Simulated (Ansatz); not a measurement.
One change: `CS[SiH2][AlH][NH2]` becomes `CS[SiH2][SeH]`.

Ansatz, PBE0-D4/def2-TZVP geometries, multiplicity 1. Each molecule was computed in one conformer, which needn't be the lowest.

Scalar relativity is left out up to krypton.

```csv
property,`CS[SiH2][AlH][NH2]`
size of the dipole moment (PBE/def2-TZVPP) / D,2.75
LUMO energy (PBE0/def2-TZVPP) / eV,-1.30
size of the dipole moment (B3LYP/def2-TZVPP) / D,2.71
HOMO energy (PBE0/def2-TZVPP) / eV,-6.46
LUMO energy (PBE/def2-TZVPP) / eV,-2.03
HOMO–LUMO gap (PBE0/def2-TZVPP) / eV,5.16
```

**Question.** What does the change do to each property? (An estimate is asked.)

**Answer.** Ansatz gave: 
```csv
property,`CS[SiH2][SeH]`,shift
size of the dipole moment (PBE/def2-TZVPP) / D,1.63,-1.12
LUMO energy (PBE0/def2-TZVPP) / eV,-0.28,1.02
size of the dipole moment (B3LYP/def2-TZVPP) / D,1.63,-1.08
HOMO energy (PBE0/def2-TZVPP) / eV,-7.00,-0.54
LUMO energy (PBE/def2-TZVPP) / eV,-1.15,0.88
HOMO–LUMO gap (PBE0/def2-TZVPP) / eV,6.73,1.57
```

With PBE0 the HOMO falls by 0.54 eV and the LUMO rises by 1.02 eV, so the gap widens by about 1.56 eV. PBE moves the HOMO by -0.51 eV and ωB97M-V by -0.63 eV. Dipoles are sizes alone; their direction can turn.

B3LYP here is the variant with VWN-RPA as its local correlation; programs differ in this.

Spin–orbit coupling is left out; it splits and shifts lone-pair levels of the heavy atoms by tenths of an eV.
